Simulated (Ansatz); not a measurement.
One change: `[GeH3][O][GeH3]` becomes `[OH][GeH3]`.

Ansatz, PBE0-D4/def2-TZVP geometries, multiplicity 1. 

Scalar relativity is left out up to krypton.

```csv
property,`[GeH3][O][GeH3]`
LUMO energy (ωB97M-V/def2-TZVPP) / eV,1.57
HOMO energy (B3LYP/def2-TZVPP) / eV,-7.97
HOMO energy (PBE0/def2-TZVPP) / eV,-8.20
size of the dipole moment (ωB97M-V/def2-TZVPP) / D,0.88
"ideal-gas entropy at 298 K and 1 bar (rigid rotor, harmonic PBE0-D4/def2-TZVP) / J/(mol·K)",350
size of the dipole moment (PBE/def2-TZVPP) / D,0.76
```

**Question.** Give the same properties after the change, and the shifts. (An estimate is asked.)

**Answer.** Ansatz gave: 
| property | `[OH][GeH3]` | shift |
| --- | --- | --- |
| LUMO energy (ωB97M-V/def2-TZVPP) / eV | 1.82 | 0.25 |
| HOMO energy (B3LYP/def2-TZVPP) / eV | -8.19 | -0.22 |
| HOMO energy (PBE0/def2-TZVPP) / eV | -8.43 | -0.23 |
| size of the dipole moment (ωB97M-V/def2-TZVPP) / D | 1.46 | 0.58 |
| ideal-gas entropy at 298 K and 1 bar (rigid rotor, harmonic PBE0-D4/def2-TZVP) / J/(mol·K) | 272 | -78 |
| size of the dipole moment (PBE/def2-TZVPP) / D | 1.34 | 0.58 |

With PBE0 the HOMO falls by 0.23 eV and the LUMO rises by 0.35 eV, so the gap widens by about 0.58 eV. PBE moves the HOMO by -0.10 eV and ωB97M-V by -0.28 eV. The zero-point energy changes by -37.0 kJ/mol with -9 modes. Dipoles are sizes alone; their direction can turn. Modes under 60 cm⁻¹, often nearly free rotors, make the harmonic entropy too high.

B3LYP here is the variant with VWN-RPA as its local correlation; programs differ in this.
